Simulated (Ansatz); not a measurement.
System: WF2, net charge 0, quintet state. The spin state was set by rule; other spins were not relaxed. SMILES: [F][W][F]
Coordinates optimised at B3LYP-D3(BJ)/def2-TZVP (Ansatz, an electronic-structure program):
```
W
F 1 1.8947
F 1 1.8947 2 142.14
```
Charge 0, spin multiplicity 5.

Property: atomisation energy (electronic, to ground-state atoms), in kcal/mol. Correlated levels leave the core frozen unless marked. Open shells are spin-unrestricted. No spin-orbit coupling. The frozen core is the preceding noble-gas configuration, with the filled d and f shells of earlier blocks. Past Kr the def2 sets carry scalar-relativistic core potentials. The coupled-cluster limit lacks core correlation, which all-electron functionals hold. Basis-set limits of correlation are two-point, X^-3; Hartree-Fock from the larger set. The bracket is a focal-point correction in the basis named.

```json
[
 {"level": "HF/def2-TZVPPD", "program": "Ansatz", "atomisation energy (kcal/mol)": "191.3"},
 {"level": "BLYP-D3(BJ)/def2-TZVPD", "program": "Ansatz + dftd3", "atomisation energy (kcal/mol)": "269.4"},
 {"level": "B97M-V/def2-TZVPD", "program": "Ansatz", "atomisation energy (kcal/mol)": "267.4"},
 {"level": "PBE0/def2-TZVPD", "program": "Ansatz", "atomisation energy (kcal/mol)": "262.4"}
]
```

Q: Estimate the value at RI-MP2/CBS(def2-TZVPPD,def2-QZVPPD)+[CCSD(T)-MP2]/def2-TZVPPD as computed with Ansatz.

A: 264.2 kcal/mol, so PBE0/def2-TZVPD differs from it by -1.8 kcal/mol.
